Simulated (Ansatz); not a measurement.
One change: `FCC#[C][GaH2]` becomes `C=CC#CCF`.

Ansatz, PBE0-D4/def2-TZVP geometries, multiplicity 1. 

Scalar relativity is left out up to krypton.

```json
{"property": "HOMO energy (ωB97M-V/def2-TZVPP) / eV", "`FCC#[C][GaH2]`": "-10.27"}
{"property": "LUMO energy (B3LYP/def2-TZVPP) / eV", "`FCC#[C][GaH2]`": "-2.27"}
{"property": "size of the dipole moment (B3LYP/def2-TZVPP) / D", "`FCC#[C][GaH2]`": "1.65"}
{"property": "LUMO energy (PBE/def2-TZVPP) / eV", "`FCC#[C][GaH2]`": "-2.79"}
{"property": "HOMO–LUMO gap (ωB97M-V/def2-TZVPP) / eV", "`FCC#[C][GaH2]`": "10.01"}
{"property": "LUMO energy (ωB97M-V/def2-TZVPP) / eV", "`FCC#[C][GaH2]`": "-0.26"}
```

**Question.** What does the change do to each property? (Best estimate.)

**Answer.** Computed: 
```json
{"property": "HOMO energy (ωB97M-V/def2-TZVPP) / eV", "`C=CC#CCF`": "-9.20", "shift": "1.07"}
{"property": "LUMO energy (B3LYP/def2-TZVPP) / eV", "`C=CC#CCF`": "-1.21", "shift": "1.06"}
{"property": "size of the dipole moment (B3LYP/def2-TZVPP) / D", "`C=CC#CCF`": "1.93", "shift": "0.28"}
{"property": "LUMO energy (PBE/def2-TZVPP) / eV", "`C=CC#CCF`": "-1.93", "shift": "0.86"}
{"property": "HOMO–LUMO gap (ωB97M-V/def2-TZVPP) / eV", "`C=CC#CCF`": "10.28", "shift": "0.27"}
{"property": "LUMO energy (ωB97M-V/def2-TZVPP) / eV", "`C=CC#CCF`": "1.08", "shift": "1.34"}
```

Dipoles are sizes alone; their direction can turn.

Positive LUMOs are unbound, so they and the gaps depend on the basis.

B3LYP here is the variant with VWN-RPA as its local correlation; programs differ in this.
